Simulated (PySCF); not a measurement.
## Excitation energy of Rh²⁺ by level of theory

Rh²⁺ [Kr] 4d7 (4F) → Rh²⁺ [Kr] 4d6 5s1 (6D), as a difference of total energies. All numbers are calculated (PySCF 2.14, a scalar-relativistic core potential, in aug-cc-pVDZ-PP with ECP28MDF (5s5p4d2f, 54 functions)). Correlated levels: valence: 4s2 4p6 frozen. The calculations carry no spin-orbit coupling.

```csv
method,excitation energy (eV)
UHF,4.934
MP2 (valence),5.352
SCS-MP2 (valence),5.752
CCSD (valence),5.326
CCSD(T) (valence),5.335
```

Task: How much does correlation contribute at CCSD(T) (valence)?

Result: 5.335 − (4.934) = 0.401 eV, measured against UHF.
